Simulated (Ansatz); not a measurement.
**Energy profile**

The step: AlH₃O ([OH][AlH2]) + SiH₄O ([OH][SiH3]) → AlSiH₅O ([AlH2][O][SiH3]) + H₂O (still joined by a long Al–O bond); bonds formed: O2–H5; dative contacts that become bonds: Al1–O6; bonds broken: H5–O6; bonds weakened to dative contacts: Al1–O2 (atoms numbered as in the saddle structure below).

```csv
atom,x (Å),y (Å),z (Å)
Al1,-1.4478,-0.3156,0.5629
O2,-0.2291,-1.2216,1.6087
H3,-2.1091,-1.1969,-0.5737
H4,-2.2433,0.7838,1.3847
H5,0.4566,-0.4255,0.8606
O6,0.2417,0.3130,-0.0040
Si7,1.1772,0.6990,-1.3142
H8,-0.1895,-1.0924,2.5571
H9,0.3515,1.5130,-2.2371
H10,2.3509,1.4783,-0.8498
H11,1.6410,-0.5353,-1.9953
```

Electronic energies by CCSD(T) at an estimated basis limit (MP2 extrapolated from triple and quadruple zeta, plus CCSD(T) − MP2 in triple zeta), on PBE0-D4/def2-TZVP structures; AlSiH₇O₂, singlet; no counterpoise correction. Computed with Ansatz 0.2.0 (basis: def2-TZVPP and def2-QZVPP); correlated methods freeze the cores. Extrapolation: Hartree–Fock as exp(−7.88 √X), correlation as X^−2.97.

Q: Give the profile in kcal/mol, counted from the separated reactants. (To be estimated.)

A: Computed:
```json
{"point": "separated: AlH₃O (linked as [OH][AlH2]; Al1, O2, H3, H4, H8; singlet) + SiH₄O (linked as [OH][SiH3]; H5, O6, Si7, H9, H10, H11; singlet)", "kcal/mol": "0.00"}
{"point": "start structure", "kcal/mol": "-20.37"}
{"point": "saddle", "kcal/mol": "-14.30"}
{"point": "end structure", "kcal/mol": "-27.41"}
{"point": "separated: AlSiH₅O (linked as [AlH2][O][SiH3]; Al1, H3, H4, O6, Si7, H9, H10, H11; singlet) + H₂O (O2, H5, H8; singlet)", "kcal/mol": "-6.15"}
```
The saddle lies below the separated reactants: the barrier is submerged.

The T1 diagnostic stays at or below 0.013.

For scale, one of the runs: CCSD(T)/def2-TZVPP, 244 basis functions, launched by `ansatz run in.yaml --threads 4 --pin off --events-out ev --progress --plain --max-ram 9574MiB`. Time: 100 s of wall clock on 4 CPU threads of an Arm Neoverse V1; the host was shared. Peak host memory: 4.6 GiB.
